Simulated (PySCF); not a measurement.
This PySCF input asks for the NMR shieldings of SMILES C([Si@@H](C=C)C(F)(F)F)(=O)[SiH3], C4H7F3OSi2; the geometry comes from GFN2-xTB.

```python
import basis_set_exchange as bse
import numpy as np
from pyscf import gto, dft
from pyscf.prop import nmr

atoms = """
C    -2.392754   -1.643939    0.278014
C    -2.086123   -0.360002    0.135539
Si   -0.538796    0.244775   -0.734282
C     0.966871   -0.932981   -0.393559
O     0.767549   -2.115477   -0.596086
Si    2.705714   -0.347175    0.241765
C    -0.125370    1.978400    0.059796
F     0.168098    1.902390    1.376676
F     0.937131    2.576847   -0.520325
F    -1.143969    2.855606   -0.040506
H    -3.288263   -1.968231    0.784421
H    -1.750288   -2.421816   -0.100062
H    -2.760419    0.386828    0.541992
H    -0.663002    0.515561   -2.166800
H     2.474952    0.190806    1.578912
H     3.572438   -1.519834    0.252320
H     3.149234    0.670273   -0.707726
"""
names = dict.fromkeys(["C", "Si", "O", "F", "H"], "pcSseg-1")
basis = {el: gto.basis.parse(bse.get_basis(n, elements=[el], fmt="nwchem")) for el, n in names.items()}
mol = gto.M(atom=atoms, basis=basis, charge=0, verbose=0)
mf = dft.RKS(mol, xc="PBE0")
mf.grids.level = 2
mf.grids.alignment = dft.numint.BLKSIZE   # the property module wants whole blocks of grid points
mf.conv_tol = 1e-9
mf.kernel()

calc = nmr.RKS(mf)   # GIAO
C = mf.mo_coeff
Co = C[:, mf.mo_occ > 0]
resp = mf.gen_response(singlet=True, hermi=2)
def vind(x):   # induced exchange potential for any number of trial vectors
    d = np.einsum("pi,xij,qj->xpq", C, 2 * x.reshape(-1, C.shape[1], Co.shape[1]), Co, optimize=True)
    return np.einsum("xpq,pi,qj->xij", resp(d - d.transpose(0, 2, 1)), C, Co, optimize=True).ravel()
mo1, _ = nmr.rhf.solve_mo1(calc, with_cphf=vind)
sigma = calc.kernel(mo1)
for i, s in enumerate(sigma):   # ppm
    print("%2d %-2s %9.2f" % (i, mol.atom_pure_symbol(i), np.trace(s) / 3))
```

Task: Give the expected output.

Result: 
```
 0 C      34.77
 1 C      56.83
 2 Si    429.57
 3 C    -125.11
 4 O    -844.27
 5 Si    421.23
 6 C      46.70
 7 F     241.45
 8 F     241.41
 9 F     246.95
10 H      24.99
11 H      24.93
12 H      25.43
13 H      27.38
14 H      27.17
15 H      28.00
16 H      27.08
```

These numbers come from an equivalent density-fitted implementation of the same equations, which agrees with the script to about 0.01 ppm for H and up to a few tenths of a ppm for heavy atoms, so last digits may differ.

Task: Turn these shieldings into chemical shifts. Shifts are taken against calculated references (same method and geometry level): $^{13}$C (σ = 186.93 ppm), $^{29}$Si (σ = 349.16 ppm), $^{1}$H (σ = 31.72 ppm) against TMS; $^{17}$O (σ = 336.08 ppm) against H2O; $^{19}$F (σ = 170.95 ppm) vs CFCl3.

Result: Averaging equivalent atoms: C 3: 312.0; C 0: 152.2; C 6: 140.2; C 1: 130.1; Si 5: -72.1; Si 2: -80.4; O 4: 1180.3; F 7/8/9: -72.3; H 11: 6.78; H 10: 6.72; H 12: 6.28; H 13: 4.34; H 14/15/16: 4.30 ppm. Unscaled 19F shifts against computed CFCl3 carry errors that often reach 10 to 50 ppm. Unscaled 17O shifts of doubly bonded oxygen tend to come out too high, by tens of ppm or more. Experimental scales use liquid or dissolved standards, which lie at an offset from isolated H2O (liquid H2O: subtract about 36 ppm).

Size and cost of the density-fitted run: 219 basis functions, 3.2 min wall time (2.1 min CPU) on 1 thread of an Intel Xeon, shared host; peak memory 1 GiB.
